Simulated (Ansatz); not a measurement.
Geometry optimisation, RKS B3LYP-D4/def2-SVP in Ansatz.

input.yaml

```yaml
crystal:
  periodic: [false, false, false]
  atoms:
    - { symbol: Ti, position_ang: [0.0, 0.0, 0.0] }
    - { symbol: O, position_ang: [0.0, 0.0, 1.92] }
    - { symbol: H, position_ang: [-0.9095, -0.2814, 2.2571] }
    - { symbol: F, position_ang: [1.7257, 0.0, -0.6094] }
    - { symbol: O, position_ang: [-0.9043, 1.5667, -0.6394] }
    - { symbol: H, position_ang: [-1.8621, 1.336, -0.8617] }
    - { symbol: F, position_ang: [-0.8619, -1.4933, -0.6094] }
basis:
  gaussian: { orbitals: def2-SVP }
hamiltonian:
  xc: b3lyp
  dispersion: d4
relax:
  f_tol: 0.02
  max_steps: 40
output:
  orbitals: {}
```

Run as:

```bash
$ ansatz run input.yaml --threads 2 --pin off --max-ram 3072MiB --backend cpu --events-out ev --progress --plain --runs-dir out
```

Question: Where does it end, and by what steps?

Answer: The forces met the threshold. The force dipped under the threshold on the way, but the program's further checks kept it going. After 12 steps the energy has fallen by 0.882 eV; H3 moved furthest, 0.59 Å.

```tsv
step	energy less start (eV)	largest force component (eV/Å)	accepted
0	0.0000	2.966	yes
1	-0.6689	1.160	yes
2	-0.7652	0.339	yes
3	-0.8037	0.585	yes
4	-0.8484	0.219	yes
5	-0.8722	0.272	yes
6	-0.8783	0.286	yes
7	-0.8809	0.035	yes
8	-0.8814	0.021	yes
9	-0.8812	0.128	no
10	-0.8817	0.010	yes
11	-0.8816	0.076	no
12	-0.8818	0.019	yes
```

```xyz
7
Properties=species:S:1:pos:R:3
Ti -0.106 -0.115 0.010
O -0.180 -0.359 1.767
H -0.571 0.130 2.501
F 1.561 0.143 -0.474
O -1.077 1.287 -0.451
H -1.730 1.587 -1.093
F -0.710 -1.545 -0.803
```

Whether the end is a true minimum wasn't checked by a vibrational analysis.

Time of the run: 43 s on 2 threads of Arm Neoverse V2, with other jobs on the host, peak memory 0.22 GiB.
